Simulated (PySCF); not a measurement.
C₂H₂F₂, SMILES C=C(F)F (connectivity only; charge and spin as stated), charge +1, multiplicity 2. Atoms are numbered in the order given.

```xyz
6

C      0.0000     0.0000     1.4080
C      0.0000     0.0000    -0.0092
F      0.0000     1.0655    -0.6818
F      0.0000    -1.0655    -0.6818
H      0.0000    -0.9579     1.9403
H      0.0000     0.9579     1.9403
```
Charge +1, spin multiplicity 2.

Geometry optimised at B3LYP-D3(BJ)/def2-SVP. The multiplicity is an assumed one; other spin states were not compared.

Calculation: PBE/def2-TZVPD run with PySCF.

The molecule is in vacuum.

```yaml
total_energy: -276.53686 hartree
point_group: C2v
"α spin, highest occupied and lowest empty level": -14.93 and -9.50 eV
"β spin, highest occupied and lowest empty level": -17.62 and -13.29 eV
dipole_moment_about_the_centre_of_nuclear_charge: 3.36 D
mean_static_polarisability: 23.8 bohr³ (3.52 Å³)
polarisability_principal_values: 15.9, 24.5, 30.9 bohr³
"⟨S²⟩": 0.752 (pure state 0.75)
```
